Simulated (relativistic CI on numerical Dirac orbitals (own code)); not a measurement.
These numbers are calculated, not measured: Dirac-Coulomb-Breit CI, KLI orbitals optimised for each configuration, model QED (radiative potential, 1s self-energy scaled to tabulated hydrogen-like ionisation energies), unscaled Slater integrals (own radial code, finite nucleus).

Configurations in the expansion (outside the closed core [Ne]): 3s2.3p6.3d5, 3s2.3p5.3d6, 3s2.3p4.3d7, 3s.3p6.3d6, 3p6.3d7, 3s.3p5.3d7, 3s2.3p6.3d4.4s, 3s2.3p6.3d4.4p, 3s2.3p4.3d6.4s, 3s2.3p6.3d4.4d, 3s2.3p4.3d6.4p, 3s2.3p5.3d5.4s, 3s2.3p6.3d4.4f, 3s.3p5.3d6.4s, 3s2.3p5.3d5.4p, 3s.3p5.3d6.4p, 3p6.3d6.4s, 3s2.3p6.3d3.4s2, 3p6.3d6.4p, 3s2.3p6.3d3.4s.4p, 3s2.3p6.3d4.5s, 3p6.3d5.4s2. Levels of other configurations are missing.

At this charge energies of transitions that change n are usually good to better than 1 %, and those within a shell (Δn = 0) to a few per cent.

Outline of the computed level scheme of Yb XLVIII. Lowest level of each configuration: 3s2.3p6.3d5 4P_5/2 at 0.000 eV; 3s2.3p5.3d6 6F°_11/2 at 335.825 eV.

Some strong electric-dipole decays among the lowest 45 levels: 3s2.3p5.3d6 4D°_7/2 → 3s2.3p6.3d5 4P_5/2 (5.2e+11 s⁻¹); 3s2.3p5.3d6 4D°_7/2 → 3s2.3p6.3d5 4P_5/2 (9.6e+10 s⁻¹); 3s2.3p5.3d6 2P°_1/2 → 3s2.3p6.3d5 4D_3/2 (8.2e+09 s⁻¹); 3s2.3p5.3d6 6F°_11/2 → 3s2.3p6.3d5 2H_11/2 (6.5e+09 s⁻¹); 3s2.3p5.3d6 6F°_11/2 → 3s2.3p6.3d5 4G_9/2 (5.9e+09 s⁻¹); 3s2.3p5.3d6 4F°_9/2 → 3s2.3p6.3d5 4G_7/2 (5.7e+09 s⁻¹); 3s2.3p5.3d6 4D°_7/2 → 3s2.3p6.3d5 4G_9/2 (5.3e+09 s⁻¹); 3s2.3p5.3d6 6F°_9/2 → 3s2.3p6.3d5 4G_7/2 (4.6e+09 s⁻¹).

LS names give the leading component of a level, which can be under half, so a name can repeat, a term be missing and a line seem to break the LS rules.
